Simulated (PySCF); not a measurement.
**Cu⁺ (copper, charge +1) across methods**

[Ar] 3d9 4s1, high-spin 3D determinant (an excited configuration). Calculation: PySCF 2.14, in aug-cc-pwCVTZ-DK (10s9p7d4f3g, 127 functions); scalar relativity by spin-free X2C-1e.

```csv
method,E (hartree),mean ε 3d α (eV),mean ε 3d β (eV),mean ε 4s α (eV),Σ⟨r²⟩ (bohr²),⟨S²⟩
PBE,-1654.154,-19.419,-18.162,-14.186,23.09,2.000
PW91,-1654.560,-19.518,-18.273,-14.285,23.07,2.000
r2SCAN,-1654.363,-19.724,-18.381,-14.521,22.90,2.001
UHF,-1652.88412,-29.565,-27.883,-16.603,23.03,2.001
LDA,-1651.506,-19.743,-18.455,-14.446,23.00,2.000
BP86,-1654.667,-19.543,-18.331,-14.368,22.99,2.000
PBE0,-1654.155,-22.114,-20.775,-14.924,22.95,2.000
```

(1) Estimate the same row for BHandHLYP.

Results:

(1) E (hartree) = -1654.355; mean ε 3d α (eV) = -24.813; mean ε 3d β (eV) = -23.430; mean ε 4s α (eV) = -15.630; Σ⟨r²⟩ (bohr²) = 22.90; ⟨S²⟩ = 2.000.
